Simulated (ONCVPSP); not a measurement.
**What the settings do to the ONCV potential of Cr**

Base potential:

* Element: chromium (Cr)
* Generator: ONCVPSP 4.0.1
* Type: optimised norm-conserving Vanderbilt (ONCV)
* Functional: LDA (Perdew-Zunger)
* Relativity: scalar-relativistic
* Frozen core: [Ne]
* Valence charge: 14
* Reference configuration: 3s2 3p6 3d5 4s1
* Partial waves: 3s+4s: rc 1.45 bohr, ncon 4, nbas 8, qcut 10.2 1/bohr, 2 projectors; 3p: rc 1.30 bohr, ncon 4, nbas 9, qcut 11.1 1/bohr, 1 projector; 3d: rc 1.75 bohr, ncon 4, nbas 8, qcut 7.5 1/bohr, 1 projector
* Local potential: polynomial inside 1.30 bohr (lpopt 5, dvloc0 3 Ha)
* Core correction: Teter function, fcfact 5.5, rcfact 1.6

Cutoffs, loose and tight: the cutoffs (Ha) at which the residual kinetic energy of the hardest occupied pseudo-wave falls to 1 and 0.1 mHa per electron. They do not see the model core or the augmentation charge, which bear on the density cutoff. Test errors are all-electron minus pseudo excitation energies from the reference, over the configurations 3s2 3p6 3d5 4s0; 3s2 3p6 3d4 4s0; 3s2 3p6 3d3 4s0; 3s2 3p6 3d4 4s2. A dash means not determined; rows that change the core or the reference have their own tests. The largest error is taken over the tests solved by every variant that gives reliable tests at all: 3s2 3p6 3d4 4s0; 3s2 3p6 3d4 4s2; 3s2 3p6 3d5 4s0.

```csv
change,outcome,"cutoff, loose","cutoff, tight",bound ghosts,GHOST(+) flags above zero,largest test error (meV)
base,generated,30 Ha,47 Ha,none,none,+21
"all radii but the core radius scaled by about 0.77 (s 1.12, p 1.00, d 1.36 bohr); local potential polynomial inside 1.00 bohr (lpopt 5, dvloc0 3 Ha)",generated,113 Ha,134 Ha,none,none,+8.6
"all radii but the core radius scaled by about 0.89 (s 1.30, p 1.16, d 1.56 bohr); local potential polynomial inside 1.16 bohr (lpopt 5, dvloc0 3 Ha)",generated,38 Ha,94 Ha,none,none,+14
"all radii but the core radius scaled by about 1.04 (s 1.52, p 1.36, d 1.82 bohr); local potential polynomial inside 1.36 bohr (lpopt 5, dvloc0 3 Ha)",generated,28 Ha,34 Ha,none,none,+24
"all radii but the core radius scaled by about 1.24 (s 1.80, p 1.62, d 2.18 bohr); local potential polynomial inside 1.62 bohr (lpopt 5, dvloc0 3 Ha)",generated,29 Ha,36 Ha,none,none,+49
"all radii but the core radius scaled by about 1.31 (s 1.90, p 1.70, d 2.30 bohr); local potential polynomial inside 1.70 bohr (lpopt 5, dvloc0 3 Ha)",generated,28 Ha,35 Ha,none,none,+59
```

Q: What comes out with this change to the base: all radii but the core radius scaled by about 1.11 (s 1.62, p 1.44, d 1.94 bohr); local potential polynomial inside 1.44 bohr (lpopt 5, dvloc0 3 Ha)?

A: outcome: generated; cutoff, loose: 28 Ha; cutoff, tight: 35 Ha; bound ghosts: none; GHOST(+) flags above zero: none; largest test error (meV): +31.

Q: What comes out with this change to the base: all radii but the core radius scaled by about 0.94 (s 1.36, p 1.22, d 1.64 bohr); local potential polynomial inside 1.22 bohr (lpopt 5, dvloc0 3 Ha)?

A: outcome: generated; cutoff, loose: 33 Ha; cutoff, tight: 81 Ha; bound ghosts: none; GHOST(+) flags above zero: none; largest test error (meV): +16.

Reading the sweep of the scale of all radii but the core radius (base = 1) (base included, trends over the rows without a ghost): The loose cutoff is not monotonic: lowest 28 Ha at 1.11, highest 113 Ha at 0.77.
